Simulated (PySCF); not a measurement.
C₅H₄O₂, SMILES C=C=C1OCC1=O. The structure is a stationary point at PBE-D3(BJ)/def2-SVP. The structure was generated by enumeration, and PubChem lists no compound with its InChIKey, so it may never have been made.

Level of theory: PBE-D3(BJ)/def2-SVP (PySCF).

Harmonic wavenumbers (cm⁻¹): 131, 133, 234, 319, 377, 550, 557, 588, 645, 753, 860, 944, 949, 950, 976, 1094, 1104, 1223, 1274, 1392, 1435, 1864, 2005, 2985, 3032, 3055, 3112. Rotational constants (GHz): 4.983, 2.075, 1.495; symmetry number 1.

Question: Work out the zero-point energy and the ideal-gas rigid-rotor harmonic-oscillator thermochemistry at 298.15 K and 1 atm.

Answer: ZPE = ½ Σ hcν = ½ × 32543 cm⁻¹ = 46.52 kcal/mol. H − E(el) = 51.21 kcal/mol. Entropy in cal/(mol K): translation 39.60, rotation 27.43, vibration 13.07, total 80.10. G − E(el) = 27.33 kcal/mol. Cp = 25.15 cal/(mol K). Modes under 150 cm⁻¹ make the vibrational entropy uncertain.
